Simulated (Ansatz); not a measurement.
Mulliken charges of CH4GeOS (`O=[C](S)[GeH3]`) from ωB97M-V/def2-TZVPP in Ansatz (PBE0-D4/def2-TZVP geometry).

| atom | x (Å) | y (Å) | z (Å) | charge (e) |
| --- | --- | --- | --- | --- |
| O1 | 0.618 | -1.010 | 1.786 | -0.246 |
| C2 | 0.666 | -0.355 | 0.786 | 0.081 |
| S3 | 2.210 | 0.388 | 0.274 | -0.059 |
| Ge4 | -0.981 | -0.060 | -0.325 | 0.013 |
| H5 | 1.731 | 0.960 | -0.841 | 0.111 |
| H6 | -1.946 | 0.784 | 0.514 | 0.037 |
| H7 | -0.623 | 0.672 | -1.629 | 0.026 |
| H8 | -1.582 | -1.438 | -0.620 | 0.038 |

Problem. By hand: the dipole of these point charges (1 e Å = 4.8032 D).

Solution. Σ q r = (-0.197, 0.294, -0.536) e Å, of length 0.642 e Å = 3.08 D.

Problem. How does the dipole of the full density compare? (Best estimate.)

Solution. The calculation gave: (-0.195, 0.273, -0.508) e Å, 2.92 D; the point charges give 1.05 times that, at 1° from its direction.

Point charges leave out the atoms' own dipoles, such as those of lone pairs, and Mulliken's split depends on the basis, so the close match here is no proof of good charges.
